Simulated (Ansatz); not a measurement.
Molecule: sum formula Si$_{2}$N$_{2}$H$_{8}$ (charge 0, singlet). 
Coordinates optimised at B3LYP-D3(BJ)/def2-TZVP (Ansatz, a first-principles code):
```xyz
12

N     -1.5628     0.1500     1.1628
Si    -1.1791    -0.3618    -0.4480
Si     1.1313     0.0320    -0.6641
N      1.6528     0.4706     0.9295
H     -2.4916     0.0239     1.5356
H     -1.1507     1.0057     1.5034
H     -1.5239    -1.8019    -0.5579
H     -1.9335     0.3221    -1.5390
H      1.4325     1.1718    -1.5668
H      1.8131    -1.1530    -1.2625
H      2.6048     0.7575     1.0990
H      1.2889    -0.0520     1.7122
```
Charge 0, spin multiplicity 1.

Quantity: vertical ionisation energy (to the doublet state of charge +1; each state is the SCF solution reached for its spin; for the doublet T1 is 0.063), in eV. Valence correlation only, unless marked. Open shells are spin-unrestricted. No spin-orbit coupling. No relativistic terms. CBS marks a two-point X^-3 extrapolation of the correlation energy; Hartree-Fock from the larger set. The bracket is a focal-point correction in the basis named.

```csv
level,program,vertical ionisation energy (eV)
PBE/def2-TZVPD,Ansatz,8.60
B3LYP/def2-TZVPD,Ansatz,(withheld)
B2PLYP/def2-TZVPD,Ansatz,(withheld)
CCSD/aug-cc-pV(T+d)Z,Ansatz,9.63
"RI-MP2/CBS(aug-cc-pV(T+d)Z,aug-cc-pV(Q+d)Z)+[CCSD(T)-MP2]/aug-cc-pV(T+d)Z",Ansatz,9.75
```

Task: Some entries are withheld; supply them.

Result: 
- B3LYP/def2-TZVPD, vertical ionisation energy (eV): 9.03
- B2PLYP/def2-TZVPD, vertical ionisation energy (eV): 9.44
